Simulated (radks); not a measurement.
Problem. Spherical quantum dot in the effective-mass picture: electrons in a parabolic well V = omega^2 r^2 / 2 with omega = 0.341, with a point charge +2 (a donor) at the centre, all in effective atomic units (hartree* = m*/eps^2 hartree, bohr* = eps/m* bohr), one dielectric constant everywhere. Calculated with a radial shooting solver with Libxc functionals: non-relativistic Kohn-Sham, exchange-only LDA, spin-polarised, spherical densities. Levels are named by radial order and angular momentum (1s, 1p, 1d, 2s, ...), and open shells are averaged over m. Results are scaled to m* = 0.031 and eps = 16.9, for which hartree* = 2.954 meV and bohr* = 28.85 nm. At N = 20 the configuration is 1s2 1p6 1d10 2s2. Does electron 21 go into 2p up or 1f up?

Solution. Into 1f up. The total energies of the other choices lie higher by 0.102 meV (2p up).
